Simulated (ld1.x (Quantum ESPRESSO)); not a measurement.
## lanthanum (La), TM: configuration errors across variants

- Element: La (Z = 57)
- Generator: ld1.x (Quantum ESPRESSO) 7.5
- Type: norm-conserving Troullier–Martins (Kleinman–Bylander form)
- Functional: LDA (PZ)
- Relativity: scalar-relativistic
- Frozen core: [Xe]
- Valence charge: 3
- Reference configuration: 4f0 5d1 6s2 6p0
- Partial waves: 6s (bound): rc 3.05 bohr; 6p (bound, empty): rc 4.10 bohr; 5d (bound): rc 2.45 bohr; 4f (bound, empty): rc 1.85 bohr
- Local potential: all-electron potential smoothed inside 1.95 bohr (lloc = -1)
- Core correction: Bessel-smoothed model core, default radius (core density twice the valence density)

All-electron excitation energies from the reference (eV): (1) 4f0 5d1 6s1 6p0 6.163; (2) 4f0 5d1 6s0 6p0 17.315; (3) 4f0 5d1 6s1.5 6p0 2.482; (4) 4f1 5d1 6s0 6p0 7.077; (5) 4f0 5d2 6s0 6p0 6.310; (6) 4f0 5d1 6s0 6p2 5.048; (7) 4f0 5d1 6s2 6p0 spin -0.097; (8) 4f0 5d1 6s1 6p0 spin 5.737.

Spin tests fill each open shell by Hund’s rule, majority spin first.

2 further variants failed, have other tests or too few solved ones, and are left out.

A true bound ghost makes a file unfit for plane-wave use even where its test errors are small: the radial tests pick states by their node count and pass the ghost by. Where a test does run into it, the solver fails or the error is huge.

Errors AE − PS in meV (a dash: test not solved or not reliable):

```csv
change,(1),(2),(3),(4),(5),(6),(7),(8),bound ghosts
base,+0.3,-48,+0.4,-858,-52,-21,+1.7,+3.2,"s, p"
local potential all-electron potential smoothed inside 4.16 bohr (lloc = -1),-6.1,-61,-1.1,-1121,-54,-27,+1.7,-1.3,none
wave 4f (bound): rc 1.85 bohr becomes 4f (bound): rc 1.84 bohr,+0.3,-48,+0.4,-858,-52,-21,+1.7,+3.2,"s, p"
wave 6s (bound): rc 3.05 bohr becomes 6s (bound): rc 3.88 bohr,-0.6,-43,+0.1,-1001,-78,-15,+1.7,+7.2,"s, p"
```

**Question.** Give the same row for: local potential the f channel.

**Answer.** -2.6, -48, -0.3, –, -52, -25, +1.7, +1.2; bound ghosts: s, p. Not counted: 4f1 5d1 6s0 6p0 (solver errors, printed error -23.2 eV); 4f1 5d0 6s2 6p0 (solver errors, printed error +1.1 eV).
